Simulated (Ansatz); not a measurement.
C₄H₈Cl₃NSn⁺, that is SnCl3(pyrrolidide) with one electron fewer. Total charge 1; doublet. Geometry PBE-D4/def2-SVP, that of the neutral singlet; atoms count from 1.

| atom | x (Å) | y (Å) | z (Å) |
| --- | --- | --- | --- |
| Sn1 | 2.170 | 0.460 | 0.155 |
| Cl2 | 1.589 | 2.765 | 0.340 |
| Cl3 | 3.340 | -0.130 | 2.112 |
| Cl4 | 3.533 | 0.230 | -1.751 |
| N5 | 0.599 | -0.864 | -0.050 |
| C6 | -0.243 | -0.624 | -1.236 |
| C7 | -1.324 | 0.401 | -0.813 |
| C8 | -1.405 | 0.255 | 0.734 |
| C9 | -0.362 | -0.840 | 1.069 |
| H10 | -0.714 | -1.600 | -1.498 |
| H11 | 0.366 | -0.321 | -2.112 |
| H12 | -2.293 | 0.207 | -1.314 |
| H13 | -1.010 | 1.427 | -1.090 |
| H14 | -1.134 | 1.209 | 1.229 |
| H15 | -2.418 | -0.022 | 1.087 |
| H16 | 0.151 | -0.709 | 2.043 |
| H17 | -0.847 | -1.843 | 1.096 |

In the def2 sets Sn takes a core potential; there is no spin–orbit coupling.

(1) Estimate the Mulliken populations from the PBE0/def2-TZVP orbitals of Ansatz.

(2) Where does the spin sit?

(3) And the Mayer bond orders between bonded heavy atoms (over 0.3)?

## Answers

(1) 
```csv
atom,charge (e),spin (α − β)
Sn1,1.01,-0.01
Cl2,-0.18,0.06
Cl3,-0.19,0.00
Cl4,-0.19,0.00
N5,-0.04,0.80
C6,-0.21,-0.04
C7,-0.26,0.05
C8,-0.26,0.05
C9,-0.21,-0.04
H10,0.20,0.05
H11,0.20,0.00
H12,0.19,0.00
H13,0.18,0.00
H14,0.18,0.00
H15,0.19,0.00
H16,0.20,0.00
H17,0.20,0.05
```
Mulliken values and Mayer orders depend strongly on the basis.

(2) Summed by element: Sn -0.01, Cl 0.05, N 0.80, C 0.04, H 0.11, of 1 unpaired in all. Largest on single atoms: N5 0.80, Cl2 0.06, C8 0.05.

(3) Sn1–Cl2 1.07 (2.38 Å); Sn1–Cl3 1.11 (2.35 Å); Sn1–Cl4 1.11 (2.35 Å); Sn1–N5 0.64 (2.07 Å); N5–C6 0.95 (1.47 Å); N5–C9 0.95 (1.47 Å); C6–C7 0.98 (1.55 Å); C7–C8 0.96 (1.56 Å); C8–C9 0.98 (1.55 Å).
